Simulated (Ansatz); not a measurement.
Basis-set extrapolation for `C=C[O][AlH][OH]` (PBE0-D4/def2-TZVP geometry, frozen core, Ansatz). Multiplicity 1, RHF reference.

|  | def2-TZVPP | def2-QZVPP |
| --- | --- | --- |
| HF | -470.483825 | -470.502452 |
| MP2 correlation | -0.873801 | -0.939679 |
| CCSD(T) correlation | -0.935944 | not run |

Energies in hartree. Use E(X) = E(∞) + A·exp(−7.88·√X) for Hartree–Fock and E(X) = E(∞) + B·X^(−2.97) for correlation, with X = 3 and 4, and add CCSD(T) minus MP2 of the smaller set to the MP2 limit.

Problem. What is the CCSD(T) energy at the basis-set limit?

Solution. HF limit: -470.502452 + (-0.018627) × 0.13774 = -470.50502. MP2 limit: -0.939679 + (-0.065878) × 0.74074 = -0.98848. Higher-order term: -0.935944 − (-0.873801) = -0.06214. Total: -471.55564 hartree, 3.70 eV below CCSD(T)/def2-TZVPP.
